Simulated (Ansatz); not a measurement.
An input meant for the cluster CrF₃ (charge 0, quartet; scaled by 1.05).

```yaml
crystal:
  periodic: [false, false, false]
  atoms:
    - {symbol: Cr, position_ang: [-0.000131, -0.000061, 0.000079]}
    - {symbol: F, position_ang: [-0.809191, 1.626399, -0.020013]}
    - {symbol: F, position_ang: [1.004960, -0.497032, 1.429474]}
    - {symbol: F, position_ang: [-0.195628, -1.129305, -1.409529]}
basis:
  gaussian: {orbitals: aug-cc-pVDZ}
magnetization: {spin_polarized: true, initial_magnetization: 3}
hamiltonian: {xc: {name: B2PLYP}, dispersion: d2}
scf: {omitted_lower_state_checks: [starts]}
output: {forces: true}
```

```sh
$ ansatz run in.yaml --threads 4 --pin off --events-out ev --progress --plain --max-ram 3916MiB
```

It prints (some lines left out):

```
Error: YAML parse error: error: line 11 column 47: hamiltonian.dispersion: `d2` is not `none`, `rvv10`, `d3bj`, `d3bjatm`, `d4` or a map `{method: …, s8: …, a1: …, a2_bohr: …}` (numbers without units, a2 in bohr) or `{method: …, functional: …}`
 9 |   gaussian: {orbitals: aug-cc-pVDZ}
10 | magnetization: {spin_polarized: true, initial_magnetization: 3}
11 | hamiltonian: {xc: {name: B2PLYP}, dispersion: d2}
12 | scf: {omitted_lower_state_checks: [starts]}
13 | output: {forces: true}
```

In this input the program holds no damping parameters for this pairing of functional and dispersion term, so they'd have to be typed. The input was rejected before any iteration.
